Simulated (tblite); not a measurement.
Species: C₄H₁₂AlF₃N₂.
Numbering: `[NH2:1][C@H:2]([CH2:3][AlH2-:4][NH3+:5])[CH2:6][C:7]([F:8])([F:9])[F:10]` (hydrogens: H11, H12 on N1; H13 on C2; H14, H15 on C3; H16, H17 on Al4; H18, H19, H20 on N5; H21, H22 on C6)

Computed with GFN2-xTB (tblite), gas phase: L-BFGS steps from a force-field or distance-geometry start until the largest atomic force falls under 0.01 eV/Å.

Geometry at step 36:
```
atom  x, y, z in Å
N1      0.0326    1.2719   -1.0843
C2     -0.5402    0.4007   -0.0719
C3      0.1501   -0.9533   -0.2258
Al4     2.0167   -0.6229   -0.9353
N5      2.9345    0.2821    0.6847
C6     -2.0903    0.3046   -0.1462
C7     -2.6593   -0.3810    1.0778
F8     -3.9948   -0.2301    1.1700
F9     -2.4305   -1.6979    1.1035
F10    -2.1502    0.1363    2.2143
H11    -0.4250    2.1805   -1.1085
H12    -0.0437    0.8455   -2.0059
H13    -0.2760    0.8476    0.8965
H14    -0.4211   -1.5586   -0.9486
H15     0.1124   -1.5259    0.7108
H16     2.3957    0.3696   -2.0633
H17     2.8728   -1.9236   -0.8621
H18     3.1509   -0.4532    1.3520
H19     2.4516    1.0315    1.1692
H20     3.8096    0.6438    0.3194
H21    -2.3770   -0.2498   -1.0408
H22    -2.5293    1.3018   -0.2062
```

Q: Give the atomic forces at this geometry.

A: 
```csv
atom,Fx (eV/Å),Fy (eV/Å),Fz (eV/Å)
N1,-0.014,-0.151,0.032
C2,0.054,-0.108,0.045
C3,0.041,0.001,-0.031
Al4,0.013,0.070,0.010
N5,-0.050,-0.036,-0.069
C6,0.198,0.083,-0.105
C7,0.078,0.146,-0.158
F8,0.010,-0.010,-0.001
F9,-0.021,0.049,0.103
F10,-0.100,-0.152,-0.002
H11,0.099,-0.047,-0.014
H12,-0.096,0.029,0.129
H13,-0.066,-0.032,-0.014
H14,0.018,0.042,0.086
H15,-0.117,0.080,-0.068
H16,0.047,0.006,-0.079
H17,0.083,-0.015,-0.023
H18,-0.002,-0.026,0.029
H19,-0.038,0.067,-0.006
H20,0.039,0.027,-0.001
H21,-0.098,-0.101,0.045
H22,-0.075,0.079,0.094
```

The largest, 0.24 eV/Å, acts on C6; the rms over all components is 0.074 eV/Å. The forces sum to zero within rounding, as they must for an isolated molecule in no field.

Q: Give the force on C6 in Eh/bohr and in nN.

A: 0.239 eV/Å ÷ 51.422 = 0.00465 Eh/bohr, and 0.239 eV/Å × 1.602 = 0.38 nN.

Q: How far is this geometry from the end of the optimisation?

A: 0.161 eV above it, and 0.384 Å rms away after alignment. The bonds farthest from their final lengths, with half the difference of the two atoms' forces along the bond (positive lengthens):

```tsv
bond	now (Å)	final (Å)	force along bond (eV/Å)
Al4–N5	2.070	2.095	-0.07
C3–Al4	2.024	2.046	-0.01
Al4–H16	1.550	1.565	+0.02
Al4–H17	1.559	1.570	+0.05
C2–C6	1.555	1.546	-0.07
C3–H15	1.098	1.092	-0.03
```

The angle farthest from its final value is C2–C3–Al4, 107.9° against 97.7°.

Of the 4 listed bonds off by 0.010 Å or more, this force points towards the final length in 2.

What follows is the cost of the whole relaxation. Time: 1.1 s. Hardware: Arm Neoverse V2, one thread (shared host).
